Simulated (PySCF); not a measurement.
# A small calculation by hand: chemical shift, span and skew from a shielding tensor

C3HBrClF, SMILES FC(Br)=C=CCl. Atoms are numbered in the order given.

```xyz
7

F      1.2808    -1.7379    -0.1972
C      0.5570    -0.6586     0.1084
Br     1.6397     0.8600     0.4667
C     -0.7564    -0.6331     0.1691
C     -2.0690    -0.5670     0.2407
Cl    -3.0980    -0.1491    -1.1077
H     -2.6397    -0.7732     1.1626
```
Charge 0, spin multiplicity 1.

The structure is a stationary point at PBE-D3(BJ)/def2-SVP. This is a generated structure with no PubChem entry under its InChIKey; it may be hypothetical.

GIAO shieldings from PBE/pcSseg-1 run with PySCF, non-relativistic, no solvent. The symmetric part of the tensor of C5 has the principal values 0.4, 65.9, 126.1 ppm. The same nucleus in TMS has σ = 182.0 ppm at this level (PySCF, at its B3LYP-D3(BJ)/def2-TZVP geometry). Without spin–orbit terms, shifts of atoms bonded to Cl or Br come out too high.

**Question.** Work out the isotropic shielding, the ¹³C shift against TMS, the span and the skew.

**Answer.** 
σ(iso) = (σ11 + σ22 + σ33)/3 = 64.1 ppm. δ = σ(ref) − σ(iso) = 182.0 − (64.1) = 117.9 ppm.
Span Ω = σ33 − σ11 = 125.7 ppm. Skew κ = 3(σ(iso) − σ22)/Ω = -0.04. Tumbling in solution averages the tensor to δ; in a static solid the shielding alone would spread this spin-1/2 line over Ω.
